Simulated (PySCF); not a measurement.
```xyz
8

Si     1.7451    -0.1303    -0.0659
N      0.2256    -0.5237     0.0511
Si    -1.3830     0.0258     0.0613
H      2.2932     1.2396    -0.2525
H      2.8131    -1.1524     0.0046
H     -2.0305    -0.3404     1.3508
H     -2.1421    -0.6226    -1.0430
H     -1.5213     1.5041    -0.1065
```

Charge 0, multiplicity 1.

Problem. Give the Mulliken and meta-Löwdin atomic charges from PBE0-D3(BJ)/def2-TZVP run with PySCF.

Solution. 
```tsv
atom	Mulliken (e)	meta-Löwdin (e)
Si1	0.32	0.74
N2	-0.42	-0.81
Si3	0.23	0.61
H4	0.00	-0.10
H5	0.01	-0.09
H6	-0.04	-0.11
H7	-0.04	-0.11
H8	-0.06	-0.13
```
